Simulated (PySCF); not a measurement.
**Basis-set dependence of the excitation energy of Ni**

Ni [Ar] 3d8 4s2 (3F) → Ni [Ar] 3d9 4s1, s spin flipped. All values are computed (PySCF 2.14, energy differences of UHF-based or UKS calculations, no spin-orbit coupling). Values in eV.

```tsv
basis	Hamiltonian	functions	UHF	LDA	PBE0	MP2 (valence)
Sapporo-DKH3-DZP-2012	spin-free X2C	40	1.851	-0.640	0.173	-0.133
x2c-TZVPPall	spin-free X2C	64	1.871	-0.697	0.121	-0.267
jorge-TZP-DKH	spin-free X2C	65	2.770	n/a	n/a	1.056
x2c-QZVPPall	spin-free X2C	108	1.876	-0.715	0.112	-0.348
```

Frozen in the all-electron rows: valence: [Ar].

At MP2 (valence), jorge-TZP-DKH lies more than 0.3 eV from the median of the rows with comparable relativity. Of these, jorge-TZP-DKH has no diffuse functions of the l that the added or promoted electron needs.

In the upper determinant the s electron has its spin opposite to the other open shell, which mixes two multiplicities.
